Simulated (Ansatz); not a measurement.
C$_{7}$H$_{8}$O, charge -1, doublet, geometry from GFN2-xTB (a state made from the parent by changing its charge; the spin is typed, not shown lowest) (a gas-phase anion, which may not be bound at this level). Base run: R2SCAN/STO-3G in Ansatz (a first-principles code).

Here is a job for Ansatz.
Ansatz 0.2 input:
```yaml
crystal:
  periodic: [false, false, false]
  atoms:
    - {symbol: C, position_ang: [-2.77121118, 0.23994044, -0.12958900]}
    - {symbol: O, position_ang: [-1.72656556, -0.47586576, -0.69640917]}
    - {symbol: C, position_ang: [-0.41480403, -0.18609183, -0.23796529]}
    - {symbol: C, position_ang: [0.57638089, -0.93693092, -0.84633274]}
    - {symbol: C, position_ang: [1.95745203, -0.72101169, -0.45145035]}
    - {symbol: C, position_ang: [2.23818130, 0.22105693, 0.51308302]}
    - {symbol: C, position_ang: [1.24591567, 0.96727554, 1.11675891]}
    - {symbol: C, position_ang: [-0.14392109, 0.75840415, 0.72765808]}
    - {symbol: H, position_ang: [-3.69040157, -0.11864350, -0.60395580]}
    - {symbol: H, position_ang: [-2.84707108, 0.07724334, 0.95580377]}
    - {symbol: H, position_ang: [-2.68021740, 1.32166249, -0.30819494]}
    - {symbol: H, position_ang: [0.32250921, -1.66874338, -1.60032154]}
    - {symbol: H, position_ang: [2.74106856, -1.30475941, -0.92271470]}
    - {symbol: H, position_ang: [3.27619734, 0.38445309, 0.81097107]}
    - {symbol: H, position_ang: [1.47210552, 1.70835316, 1.87621521]}
    - {symbol: H, position_ang: [-0.90962762, 1.35150459, 1.21049448]}
basis:
  gaussian:
    orbitals: STO-3G
hamiltonian:
  xc: r2scan
total_charge: -1
magnetization: {spin_polarized: true, initial_magnetization: 1}
```

Each row names what was changed in the base input (with any setting that the change needs).

| change | E (Eh) | SCF-reference <S^2> | core-seconds (rough) |
|---|---|---|---|
| base | -342.09039 | 0.767 | 10 |
| functional = hf | -340.10044 | 0.914 | 2 |
| functional = pbe; dispersion = d4 | -341.83498 | 0.757 | 7 |
| functional = PBE-QIDH | -341.50146 | 0.825 | 6 |
| functional = wB97X | -342.20302 | 0.776 | 10 |
| functional = revpbe | -342.18021 | 0.758 | 6 |
| functional = wB97M-V | -342.21181 | 0.768 | 20 |
| functional = blyp; dispersion = d3bjatm | -342.07712 | 0.757 | 6 |
| functional = PBE0-DH | -341.77277 | 0.795 | 6 |
| functional = blyp; dispersion = d3bj | -342.07713 | 0.757 | 6 |
| functional = lc_wpbe | -342.03201 | 0.783 | 6 |
| functional = b3lyp; dispersion = d3bj | -342.26286 | 0.767 | 5 |
| functional = SVWN5 | -339.18914 | 0.754 | 3 |

Totals shift with the method and basis; they matter in differences.

A gas-phase anion may not be bound at this level; its values then depend on the basis.
